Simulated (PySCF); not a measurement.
Isomers of H5NSi2. Isolated molecules, 0 K electronic values unless said otherwise. Strings in code marks are SMILES.

The four lowest singlet excitations (Tamm–Dancoff). Method: PBE0-D3(BJ)/def2-TZVP (PySCF). Excitations are Tamm–Dancoff values on a coarser integration grid. The basis has no diffuse functions, so Rydberg states are missing or too high.

```tsv
state	energy (eV)	wavelength (nm)	oscillator strength
S1	3.60	344	0.001
S2	5.30	234	0.256
S3	6.04	205	0.064
S4	6.21	200	0.001
```

**Question.** Which member gives these states?
A. `[H]/N=[SiH]\[SiH3]`
B. `N[SiH]=[SiH2]`
C. `[SiH2]=N[SiH3]`

**Answer.** C, `[SiH2]=N[SiH3]`
